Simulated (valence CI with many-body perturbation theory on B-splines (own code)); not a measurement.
# Sb19+: calculated level list

Level of theory: valence CI with perturbative core correlation (CI+MBPT): four valence electrons over a frozen Dirac-Fock core [Ar] 3d10, a basis of 11 s, 11 p, 9 d, 7 f, 5 g, 2 h, 1 i functions for each j, with the one-electron correlation potential Σ1, the two-electron term Σ2, the three-electron term Σ3, Breit, model QED; selected CI, second order for the rest (own B-spline code, finite nucleus).

No measured levels were compared; by estimate levels hold to about 250 cm⁻¹ or 0.2 % of their energy and the worst to 1 %, as in measured heavy ions of charge 2 to 7; those with d or f electrons hold less well.

Levels 46 to 71 of 71, with energies above the lowest level, 4s2 4p2 3P_0. "Leading %" is the weight of the configuration and term that name the level; weights of strongly mixed levels are sums over their largest components and can fall short. In the jj column 3d3/2^4 stands for four electrons in 3d with j = 3/2.

| No. | Configuration | Term | J | E (eV) | Leading % | Leading jj | g | Second component |
| --- | --- | --- | --- | --- | --- | --- | --- | --- |
| 46 | 4s 4p2 4d | 5P | 3 | 143.83 | 35 | 4s 4p1/2 4p3/2 4d5/2 (51 %) | 1.459 | 32 % 4s 4p2 4d 5D |
| 47 | 4s 4p2 4d | 5P | 2 | 144.38 | 69 | 4s 4p1/2 4p3/2 4d3/2 (53 %) | 1.693 | 12 % 4s 4p2 4d 3P |
| 48 | 4s 4p2 4d | 5P | 1 | 144.92 | 73 | 4s 4p1/2 4p3/2 4d3/2 (65 %) | 2.276 | 13 % 4s 4p2 4d 3P |
| 49 | 4s 4p2 4d | 3P | 1 | 146.10 | 36 | 4s 4p1/2 4p3/2 4d5/2 (40 %) | 1.097 | 20 % 4s 4p2 4d 3D |
| 50 | 4s 4p2 4d | 3G | 3 | 146.14 | 69 | 4s 4p1/2 4p3/2 4d3/2 (83 %) | 0.825 | 18 % 4s 4p2 4d 1F |
| 51 | 4s 4p2 4d | 3F | 2 | 146.74 | 44 | 4s 4p1/2 4p3/2 4d3/2 (39 %) | 1.025 | 12 % 4s 4p2 4d 3P |
| 52 | 4s 4p2 4d | 3F | 4 | 147.29 | 29 | 4s 4p3/2^2 4d5/2 (37 %) | 1.230 | 22 % 4s 4p2 4d 5D |
| 53 | 4s 4p2 4d | 3G | 4 | 149.39 | 57 | 4s 4p1/2 4p3/2 4d5/2 (69 %) | 1.115 | 22 % 4s 4p2 4d 3F |
| 54 | 4s 4p2 4d | 3D | 3 | 150.81 | 46 | 4s 4p1/2 4p3/2 4d5/2 (64 %) | 1.180 | 20 % 4s 4p2 4d 1F |
| 55 | 4s 4p2 4d | 3D | 1 | 151.33 | 66 | 4s 4p1/2 4p3/2 4d3/2 (51 %) | 0.760 | 10 % 4s 4p2 4d 3P |
| 56 | 4s 4p2 4d | 3D | 3 | 151.90 | 42 | 4s 4p1/2 4p3/2 4d5/2 (58 %) | 1.169 | 30 % 4s 4p2 4d 3F |
| 57 | 4s 4p2 4d | 3P | 0 | 152.25 | 62 | 4s 4p3/2^2 4d5/2 (33 %) |  | 14 % 4p4 3P |
| 58 | 4s 4p2 4d | 3D | 1 | 152.55 | 64 | 4s 4p1/2 4p3/2 4d5/2 (48 %) | 0.741 | 14 % 4s 4p2 4d 1P |
| 59 | 4s 4p2 4d | 1G | 4 | 153.06 | 46 | 4s 4p3/2^2 4d5/2 (46 %) | 1.145 | 36 % 4s 4p2 4d 3F |
| 60 | 4s 4p2 4d | 3G | 5 | 153.48 | 76 | 4s 4p3/2^2 4d5/2 (76 %) | 1.240 | 20 % 4s 4p2 4d 5F |
| 61 | 4s 4p2 4d | 3D | 2 | 154.41 | 42 | 4s 4p1/2 4p3/2 4d5/2 (36 %) | 1.030 | 27 % 4s 4p2 4d 3F |
| 62 | 4s 4p2 4d | 3P | 0 | 154.62 | 89 | 4s 4p1/2 4p3/2 4d5/2 (44 %) |  | 7 % 4s2 4d2 3P |
| 63 | 4s 4p2 4d | 3D | 1 | 154.64 | 64 | 4s 4p3/2^2 4d3/2 (38 %) | 0.833 | 10 % 4s 4p2 4d 3P |
| 64 | 4s 4p2 4d | 3F | 3 | 155.19 | 45 | 4s 4p1/2 4p3/2 4d5/2 (57 %) | 1.141 | 17 % 4s 4p2 4d 3D |
| 65 | 4s 4p2 4d | 3F | 2 | 155.35 | 46 | 4s 4p1/2 4p3/2 4d3/2 (34 %) | 0.908 | 22 % 4s 4p2 4d 3D |
| 66 | 4s 4p2 4d | 3D | 2 | 155.47 | 72 | 4s 4p3/2^2 4d3/2 (36 %) | 1.196 | 7 % 4s 4p2 4d 3P |
| 67 | 4s 4p2 4d | 3P | 1 | 155.94 | 49 | 4s 4p1/2 4p3/2 4d5/2 (84 %) | 1.491 | 29 % 4s 4p2 4d 3S |
| 68 | 4s 4p2 4d | 3D | 2 | 156.52 | 54 | 4s 4p1/2 4p3/2 4d5/2 (53 %) | 1.116 | 10 % 4s 4p2 4d 3F |
| 69 | 4s 4p2 4d | 3D | 3 | 157.00 | 42 | 4s 4p3/2^2 4d3/2 (40 %) | 1.253 | 25 % 4s 4p2 4d 3F |
| 70 | 4s 4p2 4d | 3P | 1 | 159.09 | 32 | 4s 4p3/2^2 4d3/2 (42 %) | 1.353 | 25 % 4s 4p2 4d 1P |
| 71 | 4s 4p2 4d | 3P | 2 | 159.28 | 44 | 4s 4p1/2 4p3/2 4d5/2 (29 %) | 1.313 | 14 % 4s 4p2 4d 1D |

Names give the largest LS component (configuration and term), which can be under half, so a name can repeat, a term be missing and a line seem to break the LS rules; names also repeat where a configuration has a term twice.

Where two levels of one J and parity lie close, their mixing, g and order are uncertain.
